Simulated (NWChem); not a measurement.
System: C₄H₃ClO; SMILES Clc1ccco1

### Question
Give the equilibrium geometry at PBE0/def2-SVP (NWChem) as an XYZ file, with the point group.

### Answer
point group Cs; any orientation.
```
9

Cl    -0.0306    -1.9440     0.0000
C      0.0924    -0.2500     0.0000
C      1.1730     0.5814     0.0000
C      0.6245     1.9029     0.0000
C     -0.7286     1.7542     0.0000
O     -1.0572     0.4411     0.0000
H      2.2176     0.2827     0.0000
H      1.1732     2.8422     0.0000
H     -1.5607     2.4526     0.0000
```
